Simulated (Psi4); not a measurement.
C4H13FGeSi, singlet, at a GFN2-xTB geometry, atoms displaced at random by about 0.08 Å a coordinate; PBE0/STO-3G, gradient (Psi4).

The Psi4 input:
```
memory 2 GB

molecule mol {
0 1
  Si    2.361693   -0.228068   -0.261933
  F     2.074122   -0.638280    1.170473
  C     0.982069    1.035718   -0.681979
  Ge   -0.875541    0.080420   -0.050584
  C    -2.374989    1.328494   -0.822415
  C    -1.028300   -1.688348   -0.804221
  C    -0.884883    0.205232    1.797031
  H     3.554741    0.583212   -0.189863
  H     2.604565   -1.269115   -0.966504
  H     1.117629    1.828321   -0.130193
  H     1.005862    1.154862   -1.618330
  H    -2.122469    1.221605   -1.976084
  H    -3.250705    0.970109   -0.646087
  H    -2.125835    2.325376   -0.383473
  H    -0.259496   -2.352982   -0.488342
  H    -0.778754   -1.766323   -2.013110
  H    -1.982789   -2.053338   -0.567921
  H    -0.230859   -0.441923    2.360358
  H    -1.042481    1.084252    2.405386
  H    -1.956649   -0.442504    2.295558
symmetry c1
no_reorient
no_com
}

set basis sto-3g
set reference rks

gradient('pbe0')
print_variables()
```

The log (banner, timings and long lists left out):

```
gradient() will perform analytic gradient computation.

   => Loading Basis Set <=

    Name: STO-3G
    Role: ORBITAL
    Keyword: BASIS

         ---------------------------------------------------------
                                   SCF
               by Justin Turney, Rob Parrish, Andy Simmonett
                          and Daniel G. A. Smith
                              RKS Reference
         ---------------------------------------------------------

  ==> Geometry <==

    Molecular point group: c1
    Full point group: C1

    Geometry (in Angstrom), charge = 0, multiplicity = 1:

       Center              X                  Y                   Z               Mass
    ------------   -----------------  -----------------  -----------------  -----------------
         SI           2.361693000000    -0.228068000000    -0.261933000000    27.976926534650
         F            2.074122000000    -0.638280000000     1.170473000000    18.998403162730
         C            0.982069000000     1.035718000000    -0.681979000000    12.000000000000
         GE          -0.875541000000     0.080420000000    -0.050584000000    73.921177761000
         C           -2.374989000000     1.328494000000    -0.822415000000    12.000000000000
         C           -1.028300000000    -1.688348000000    -0.804221000000    12.000000000000
         C           -0.884883000000     0.205232000000     1.797031000000    12.000000000000
         H            3.554741000000     0.583212000000    -0.189863000000     1.007825032230
         H            2.604565000000    -1.269115000000    -0.966504000000     1.007825032230
         H            1.117629000000     1.828321000000    -0.130193000000     1.007825032230
         H            1.005862000000     1.154862000000    -1.618330000000     1.007825032230
         H           -2.122469000000     1.221605000000    -1.976084000000     1.007825032230
         H           -3.250705000000     0.970109000000    -0.646087000000     1.007825032230
         H           -2.125835000000     2.325376000000    -0.383473000000     1.007825032230
         H           -0.259496000000    -2.352982000000    -0.488342000000     1.007825032230
         H           -0.778754000000    -1.766323000000    -2.013110000000     1.007825032230
         H           -1.982789000000    -2.053338000000    -0.567921000000     1.007825032230
         H           -0.230859000000    -0.441923000000     2.360358000000     1.007825032230
[...]
  @DF-RKS Final Energy: -2595.26068597678204
    Total Energy =                      -2595.2606859767820424
[...]

   => Correlation Functionals <=

    1.0000   Perdew, Burke & Ernzerhof

   => LibXC Density Thresholds  <==

    XC_HYB_GGA_XC_PBEH:  1.00E-15

   => Molecular Quadrature <=

    Radial Scheme          =       TREUTLER
    Pruning Scheme         =           NONE
    Nuclear Scheme         =       TREUTLER

    Blocking Scheme        =         OCTREE
    BS radius alpha        =              1
    Pruning alpha          =              1
    Radial Points          =             75
    Spherical Points       =            302
    Total Points           =         420313
    Total Blocks           =           3124
    Max Points             =            256
    Max Functions          =             59
    Weights Tolerance      =       1.00E-15

  -Total Gradient:
     Atom            X                  Y                   Z
    ------   -----------------  -----------------  -----------------
       1        0.004249395729    -0.157211958607     0.017757199239
       2        0.023493203505     0.042590657218    -0.114342812253
       3        0.057241806860     0.199136833738    -0.115262616077
       4       -0.020078829288    -0.057485213545     0.033163735636
       5       -0.214676694453    -0.011171715565     0.058420584744
       6       -0.053088926824    -0.047298233092     0.083325536688
       7        0.114778612579     0.086701653100    -0.050248442936
       8       -0.008981105578     0.001710714038     0.007505961597
       9       -0.013807322454     0.092205403564     0.075346901555
      10       -0.016573262365    -0.106693681733    -0.065027791765
      11        0.005771146019    -0.036643262479     0.175204860313
      12        0.020317665091    -0.020862503624    -0.055967433616
      13        0.141270654171     0.047676504475    -0.031683454637
      14        0.016090375570     0.013591400034     0.016902054708
      15       -0.012948806189     0.018470439969    -0.026650882086
      16        0.032211644510    -0.016690995363    -0.072974929937
      17        0.035322592084     0.024093851501    -0.000625783169
      18       -0.030542934636    -0.000349866326     0.003324800407
      19       -0.011129441458    -0.024087440707     0.011519783809
      20       -0.068812164574    -0.047630080539     0.050357030324

  Variable Map:
  ----------------------------------------------------------------------------
[...]
  Array Variable Map:
  ----------------------------------------------------------------------------
[...]
[...]
```
